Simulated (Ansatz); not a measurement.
`C/N=C(\C)BO`. Total charge 0; spin multiplicity 1.

```csv
atom,x (Å),y (Å),z (Å)
C1,0.4831,0.4378,2.0421
N2,-0.3837,-0.3118,1.1660
C3,-0.2266,-0.1946,-0.0989
C4,0.8134,0.6822,-0.7406
B5,-1.2155,-1.0475,-0.9680
O6,-1.1066,-0.9700,-2.3168
H7,1.5383,0.1773,1.8889
H8,0.2244,0.2309,3.0804
H9,0.3959,1.5185,1.8716
H10,0.7614,0.6251,-1.8271
H11,1.8199,0.3895,-0.4243
H12,0.6821,1.7270,-0.4402
H13,-2.0421,-1.7462,-0.4535
H14,-1.7440,-1.5183,-2.7797
```

Question: What are the harmonic wavenumbers in cm⁻¹ at PBE0-D4/def2-TZVP (Ansatz, finite differences of forces, unscaled)? (Estimate.)

Answer: Computed: 64, 71, 138, 200, 270, 303, 438, 485, 577, 649, 767, 900, 966, 996, 998, 1059, 1078, 1143, 1163, 1250, 1377, 1401, 1411, 1469, 1474, 1475, 1495, 1696, 2614, 3005, 3039, 3060, 3096, 3131, 3154, 3891.

Question: Is this a minimum?

Answer: Yes, all 36 modes are real.

Question: Give the ideal-gas thermochemistry at 298.15 K and 1 bar (rigid rotor, harmonic oscillator; point group Cs, symmetry number 1).

Answer: Zero-point energy 300.9 kJ/mol; H(298) − E = 323.7 kJ/mol; entropy 359.5 J/(mol·K), of which translation 164.3, rotation 112.1, vibration 83.2; G(298) − E = 216.5 kJ/mol. Modes under 100 cm⁻¹ are hindered rotations or soft bends, so the harmonic entropy is rough.
